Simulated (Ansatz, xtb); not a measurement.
## Relative energy of two isomers of C5H7NOSi

Structure a: `N[SiH]1C=CC(C=O)=C1`, a singlet. Structure b: `N[SiH]1C=CC=C1C=O`, a singlet. Both are isolated molecules in the gas phase, relaxed with PBE-D3(BJ)/def2-SVP, each in the lowest conformer that the search found.

a (Å):

```
atom    x (Å)    y (Å)    z (Å)
   C   0.2151  -2.2580   0.7026
   C   1.4397  -1.6734   0.6504
   C   1.5153  -0.3295   0.0059
   C   2.8133   0.3822  -0.0815
   C   0.3455   0.1854  -0.4802
   N  -2.4032  -0.7240   0.8138
   O   3.8691  -0.0600   0.3432
  Si  -1.0107  -1.1144  -0.1570
   H  -3.1764  -0.2151   0.3772
   H  -2.2488  -0.3820   1.7664
   H  -1.5389  -1.6192  -1.4733
   H   0.0538  -3.2486   1.1530
   H   2.3734  -2.1097   1.0429
   H   2.7532   1.3949  -0.5841
   H   0.3179   1.1710  -0.9730
```

b (Å):

```yaml
atoms:
  - { symbol: C, position_ang: [-0.1775, 1.0960, -1.7059] }
  - { symbol: C, position_ang: [0.4344, 1.4678, -0.5423] }
  - { symbol: C, position_ang: [0.3739, 0.5102, 0.5776] }
  - { symbol: C, position_ang: [-0.3160, -0.6539, 0.3574] }
  - { symbol: C, position_ang: [-0.4061, -1.7658, 1.2961] }
  - { symbol: N, position_ang: [-0.4210, -1.9208, -2.3318] }
  - { symbol: O, position_ang: [-0.9318, -2.8429, 1.0256] }
  - { symbol: Si, position_ang: [-1.0135, -0.5765, -1.3956] }
  - { symbol: H, position_ang: [-0.4705, -2.8120, -1.8246] }
  - { symbol: H, position_ang: [-0.7576, -2.0488, -3.2901] }
  - { symbol: H, position_ang: [-2.5115, -0.3634, -1.3952] }
  - { symbol: H, position_ang: [-0.1861, 1.7574, -2.5855] }
  - { symbol: H, position_ang: [0.9643, 2.4273, -0.4105] }
  - { symbol: H, position_ang: [0.8852, 0.7334, 1.5324] }
  - { symbol: H, position_ang: [0.0656, -1.5911, 2.3116] }
```

Energies in hartree; the thermal terms are from GFN2-xTB frequencies at re-optimised GFN2-xTB minima (ideal gas, soft modes damped towards free rotors, one conformer each, 298.15 K, 1 atm) and include the zero-point energy:

```
                              a           b
E, CCSD(T)/def2-SVP  −612.501102  −612.501151
    E, MP2/def2-SVP  −612.399188  −612.399607
  E, MP2/def2-TZVPP  −613.127609  −613.127139
  zero-point energy     0.105755     0.105931
       H(298 K) − E     0.115878     0.116013
       G(298 K) − E     0.071892     0.072031
```

Task: Correct the CCSD(T) difference for the basis set by the MP2 change, then work out ΔE, ΔE₀, ΔH and ΔG for a → b in kcal/mol (1 Eh = 627.51 kcal/mol) and the equilibrium ratio [b]/[a].

Result: 1. Differences b − a: CCSD(T) −0.000049, MP2 in the small set −0.000419, MP2 in the large set +0.000470 Eh.
2. ΔE = −0.000049 + (+0.000470 − (−0.000419)) = +0.000840 Eh = +0.53 kcal/mol.
3. ΔE₀ = ΔE + ΔZPE = +0.000840 + (+0.000176) Eh = +0.64 kcal/mol.
4. ΔH = ΔE + (+0.000135) Eh = +0.61 kcal/mol.
5. ΔG = ΔE + (+0.000139) Eh = +0.61 kcal/mol, so ΔS = (ΔH − ΔG)/T = 0.0 J/(mol K).
6. kT = 0.9442 mEh, so K = [b]/[a] = exp(−ΔG/kT) = exp(−1.04) ≈ 0.35.

The two are too close for this level to say which is favoured. An error of 1 kcal/mol in ΔG would change K by a factor of 5.4. Mirror images and further conformers aren't counted.

As drawn, both hold the same kinds of bond in the same numbers.

Other levels gave ΔE = −4.8 (GFN2-xTB); +2.5 (HF/STO-3G, GFN2-xTB geometries); −1.2 (r2SCAN-D4/def2-SVP, GFN2-xTB geometries); −1.7 (PBE-D3(BJ)/def2-SVP); +0.6 (HF/def2-SVP); −0.3 (MP2/def2-SVP); 0.0 (CCSD(T)/def2-SVP) kcal/mol. The correlated steps freeze 12 core orbitals. Programs: Ansatz 0.2.0, xtb 6.7.1.
